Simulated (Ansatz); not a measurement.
`BCOC` + `N[SiH2]F` → `BN[SiH2]F` + `COC` at 400 K and 1 bar (ligand exchange at a B–C bond).

Computed with Ansatz on PBE0-D4/def2-TZVP structures; ΔE is electronic, products minus reactants. CCSD(T)/CBS is the MP2 limit (def2-TZVPP, def2-QZVPP) plus CCSD(T) − MP2 in def2-TZVPP, frozen cores. Each species was taken in one conformer, which may not be the lowest.

```json
{"species": "`BCOC`", "CCSD(T)/CBS energy (Eh)": "-180.23463", "H − E (kJ/mol)": "262.3", "S (J/(mol·K))": "332.7"}
{"species": "`N[SiH2]F`", "CCSD(T)/CBS energy (Eh)": "-446.07709", "H − E (kJ/mol)": "143.8", "S (J/(mol·K))": "304.9"}
{"species": "`BN[SiH2]F`", "CCSD(T)/CBS energy (Eh)": "-471.49877", "H − E (kJ/mol)": "182.0", "S (J/(mol·K))": "339.2"}
{"species": "`COC`", "CCSD(T)/CBS energy (Eh)": "-154.86276", "H − E (kJ/mol)": "230.4", "S (J/(mol·K))": "284.5"}
```

H − E and S are ideal-gas, rigid-rotor, harmonic terms from PBE0-D4/def2-TZVP, for one conformer and one mirror image of each species. 1 Eh = 2625.50 kJ/mol, R = 8.31446 J/(mol·K).

By hand: ΔE, ΔH, ΔS and ΔG.

ΔE = (-471.49877) + (-154.86276) − (-180.23463) − (-446.07709) = -0.04981 Eh = -130.8 kJ/mol. Δ(H − E) = 182.0 + 230.4 − 262.3 − 143.8 = 6.3, so ΔH = -124.5 kJ/mol. ΔS = 339.2 + 284.5 − 332.7 − 304.9 = -13.9 J/(mol·K). ΔG = -124.5 − 400 × (-13.9)/1000 = -118.9 kJ/mol.

By hand: the equilibrium constant, and the temperature at which ΔG would vanish if ΔH and ΔS stayed fixed.

log₁₀ K = −ΔG/(RT ln 10) = 15.5. ΔG = 0 at ΔH/ΔS = 8957 K, far beyond where these terms or the molecules hold.

The number of gas molecules stays the same, so ΔS is small and ΔH decides. A doubt of 5 kJ/mol in ΔE shifts log₁₀ K by 0.7 here. Other conformers and mirror images would add mixing entropy, several J/(mol·K) or more a flexible species. These are equilibria of isolated gas molecules and say nothing of rates. Largest T1 diagnostic: 0.012 (customary marks: 0.02 for closed shells, 0.045 for open ones).
